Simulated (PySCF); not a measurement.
Geometry:
```csv
atom,x (Å),y (Å),z (Å)
C1,3.030,-1.094,-0.623
O2,2.107,-0.570,-1.527
C3,1.413,0.556,-1.067
C4,0.332,0.263,-0.030
C5,-0.340,1.558,0.432
B6,-1.703,1.382,1.180
C7,-2.510,0.053,1.021
C8,-1.709,-1.145,0.507
C9,-0.688,-0.747,-0.552
H10,3.751,-0.325,-0.281
H11,2.556,-1.536,0.274
H12,3.589,-1.888,-1.138
H13,0.940,1.007,-1.956
H14,2.122,1.307,-0.659
H15,0.819,-0.190,0.854
H16,-0.643,2.158,-0.458
H17,0.356,2.224,0.972
H18,-2.191,2.321,1.777
H19,-3.270,0.353,0.263
H20,-3.115,-0.188,1.911
H21,-2.378,-1.927,0.112
H22,-1.173,-1.612,1.353
H23,-0.155,-1.632,-0.931
H24,-1.208,-0.309,-1.427
```

Geometry: PBE0-D3(BJ)/def2-SVP; GIAO absolute shieldings from PySCF, gas phase, non-relativistic, averaged over equivalent atoms.

At mPW1PW91/pcSseg-1 (228 basis functions, 48 s wall time on 1 thread of an Arm Neoverse V1, shared host):
| atoms | σ (ppm) |
| --- | --- |
| C3 | 102.6 |
| C1 | 126.9 |
| C5 | 151.7 |
| C9 | 152.1 |
| C7 | 152.7 |
| C4 | 152.8 |
| C8 | 158.8 |
| O2 | 318.9 |
| B6 | 14.0 |
| H18 | 23.78 |
| H13 | 28.11 |
| H10/H11/H12 | 28.11 |
| H14 | 28.32 |
| H20 | 29.23 |
| H23 | 29.25 |
| H21 | 29.51 |
| H15 | 29.58 |
| H17 | 29.64 |
| H22 | 30.01 |
| H19 | 30.57 |
| H24 | 30.74 |
| H16 | 31.17 |

What do these become at PBE0/pcSseg-1?

## Answers


| atoms | σ at PBE0/pcSseg-1 | change |
| --- | --- | --- |
| C3 | 103.1 | +0.5 |
| C1 | 127.8 | +0.9 |
| C5 | 152.1 | +0.4 |
| C9 | 152.8 | +0.7 |
| C7 | 153.1 | +0.4 |
| C4 | 153.6 | +0.8 |
| C8 | 159.7 | +0.9 |
| O2 | 319.6 | +0.7 |
| B6 | 13.3 | -0.7 |
| H18 | 23.66 | -0.12 |
| H13 | 28.05 | -0.06 |
| H10/H11/H12 | 28.05 | -0.06 |
| H14 | 28.27 | -0.05 |
| H20 | 29.15 | -0.08 |
| H23 | 29.18 | -0.07 |
| H21 | 29.44 | -0.07 |
| H15 | 29.51 | -0.07 |
| H17 | 29.56 | -0.08 |
| H22 | 29.95 | -0.06 |
| H19 | 30.51 | -0.06 |
| H24 | 30.69 | -0.05 |
| H16 | 31.11 | -0.06 |

The largest change is at C1 (methyl carbon bonded to O). Cost: 228 basis functions, 54 s wall time on 1 thread of an Arm Neoverse V1, shared host. The order of the carbon signals is the same at both levels.

A carbon bonded to boron is broadened by the quadrupolar boron nucleus and is often missing from a measured spectrum.
